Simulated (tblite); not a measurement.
C₄H₆F₄O.
Atom-mapped SMILES: `[CH3:1][O:2][C@@H:3]([F:4])[CH2:5][C:6]([F:7])([F:8])[F:9]` (hydrogens: H10, H11, H12 on C1; H13 on C3; H14, H15 on C5)

Computed with GFN2-xTB (tblite), gas phase: nudged elastic band of 9 images (0 to 8), spring 0.2 eV/Å², climbing image at the end, force threshold 0.05 eV/Å. The top image wasn't refined or checked by frequencies; at this threshold it can lie a kcal/mol or more above the true saddle point of the method.

The band describes a rotation about C3–C5 (sp3 C–F carbon, chain CH2 carbon), followed by the dihedral F4–C3–C5–C6, from the optimised start (-74°) to a second optimised geometry at 78°.

Q: Give the energy profile along the converged band.

A: 
| image | dihedral (°) | E (kcal/mol) | C3–C5 (Å) | F4···C6 (Å) | largest true force (eV/Å) |
| --- | --- | --- | --- | --- | --- |
| 0 | -74 | 0.00 | 1.530 | 3.03 | 0.01 |
| 1 | -56 | 0.44 | 1.529 | 2.86 | 0.04 |
| 2 | -37 | 1.43 | 1.533 | 2.73 | 0.04 |
| 3 | -18 | 2.56 | 1.537 | 2.65 | 0.03 |
| 4 | 2 | 3.28 | 1.539 | 2.64 | 0.03 |
| 5 | 22 | 3.19 | 1.537 | 2.70 | 0.05 |
| 6 | 43 | 2.43 | 1.532 | 2.81 | 0.05 |
| 7 | 61 | 1.70 | 1.530 | 2.93 | 0.04 |
| 8 | 78 | 1.39 | 1.531 | 3.08 | 0.01 |

Barriers of this band. The top is image 4 at 2°: 3.28 kcal/mol forward and 1.89 kcal/mol back; the end lies 1.39 kcal/mol above the start. The central bond is 0.009 Å longer at the top than at the start.

Q: What rate follows at 200 K for crossing this barrier forward?

A: Taking the electronic barrier for the free energy of activation (no zero-point or entropy terms, transmission 1), rate = (kT/h)·exp(−ΔE/kT) ≈ 1 × 10^9 s⁻¹, whose inverse is 9 × 10^-10 s. An error of 1 kcal/mol in the barrier changes this by a factor of 12, and the method and the loose band can each miss by that much or more.

Q: How would the two end points share their population at 200 K, from these energies alone?

A: exp(−ΔE/kT) with ΔE = 0.060 eV gives 0.031 for the higher one (end) against 1 for the lower, without vibrational, rotational or degeneracy terms. GFN2-xTB can put conformers this close in the wrong order.

What follows is the cost of the whole band run. The run took 8.4 s wall on Intel Xeon at 2.50 GHz, one thread (shared host), and the process peaked at 0.18 GiB of memory.
